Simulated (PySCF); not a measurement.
## `InChI=1S/C6H7N3/c1-3-6-4-5(2)7-9-8-6/h3-4H,1H2,2H3`

Molfile (atoms numbered from 1):
```
C6H7N3
     RDKit          3D

 16 16  0  0  0  0  0  0  0  0999 V2000
    3.2736    0.1274   -0.1622 C   0  0  0  0  0  0  0  0  0  0  0  0
    2.1013   -0.4313   -0.4380 C   0  0  0  0  0  0  0  0  0  0  0  0
    0.8350    0.1233    0.0162 C   0  0  0  0  0  0  0  0  0  0  0  0
   -0.3884   -0.4777   -0.2813 C   0  0  0  0  0  0  0  0  0  0  0  0
   -1.5224    0.1590    0.2153 C   0  0  0  0  0  0  0  0  0  0  0  0
   -2.9031   -0.3537   -0.0139 C   0  0  0  0  0  0  0  0  0  0  0  0
   -1.3961    1.2767    0.9310 N   0  0  0  0  0  0  0  0  0  0  0  0
   -0.2304    1.7786    1.1686 N   0  0  0  0  0  0  0  0  0  0  0  0
    0.8575    1.2504    0.7451 N   0  0  0  0  0  0  0  0  0  0  0  0
    3.3225    1.0311    0.4211 H   0  0  0  0  0  0  0  0  0  0  0  0
    4.2003   -0.2975   -0.5072 H   0  0  0  0  0  0  0  0  0  0  0  0
    2.0288   -1.3394   -1.0226 H   0  0  0  0  0  0  0  0  0  0  0  0
   -0.4519   -1.3849   -0.8646 H   0  0  0  0  0  0  0  0  0  0  0  0
   -3.1106   -0.4063   -1.0817 H   0  0  0  0  0  0  0  0  0  0  0  0
   -3.6194    0.3092    0.4625 H   0  0  0  0  0  0  0  0  0  0  0  0
   -3.0043   -1.3559    0.4002 H   0  0  0  0  0  0  0  0  0  0  0  0
  1  2  2  0
  2  3  1  0
  3  4  2  0
  4  5  1  0
  5  6  1  0
  5  7  2  0
  7  8  1  0
  8  9  2  0
  9  3  1  0
  1 10  1  0
  1 11  1  0
  2 12  1  0
  4 13  1  0
  6 14  1  0
  6 15  1  0
  6 16  1  0
M  END
```

Computed, not measured: GIAO BHandHLYP/pcSseg-1 magnetisability, rotational g tensor and spin-rotation constants, non-relativistic, gas phase in PySCF 2.14.0. Geometry: GFN2-xTB.

(1) Give the nuclear spin-rotation constants along the inertial axes (H = +C I·J) beside the isotropic shieldings.

## Answers

(1) Rotational constants 4.1668, 1.1771, 0.9231 GHz. A star marks the isotopologue with that one atom substituted, in its own axes.
| atom | isotope | Caa (kHz) | Cbb (kHz) | Ccc (kHz) | mean (kHz) | σ (ppm) |
| --- | --- | --- | --- | --- | --- | --- |
| N7 | 14N | 1.356 | 0.342 | 0.035 | 0.578 | -169.4 |
| N8 | 14N | 2.090 | 0.308 | 0.043 | 0.814 | -288.5 |
| N9 | 14N | 1.395 | 0.333 | 0.023 | 0.584 | -161.2 |
| H10 | 1H | -0.314 | 0.113 | -0.093 | -0.098 | 23.7 |
| H11 | 1H | 0.280 | -0.082 | -0.106 | 0.030 | 25.6 |
| H12 | 1H | -0.401 | 0.119 | -0.108 | -0.130 | 25.2 |
| H13 | 1H | -0.480 | 0.132 | -0.104 | -0.151 | 25.0 |
| H14 | 1H | -0.419 | -0.074 | -0.016 | -0.170 | 29.1 |
| H15 | 1H | -0.023 | -0.066 | -0.102 | -0.064 | 28.8 |
| H16 | 1H | -0.418 | -0.076 | -0.015 | -0.170 | 29.1 |
| C1 | 13C* | 1.712 | 0.519 | 0.104 | 0.778 | 48.9 |
| C2 | 13C* | 1.506 | 0.535 | 0.146 | 0.729 | 47.6 |
| C3 | 13C* | 2.041 | 0.556 | 0.112 | 0.903 | 24.4 |
| C4 | 13C* | 1.319 | 0.554 | 0.108 | 0.660 | 63.7 |
| C5 | 13C* | 2.027 | 0.583 | 0.117 | 0.909 | 18.3 |
| C6 | 13C* | 0.522 | 0.178 | 0.158 | 0.286 | 162.8 |

For the geometry as given, no vibrational averaging.
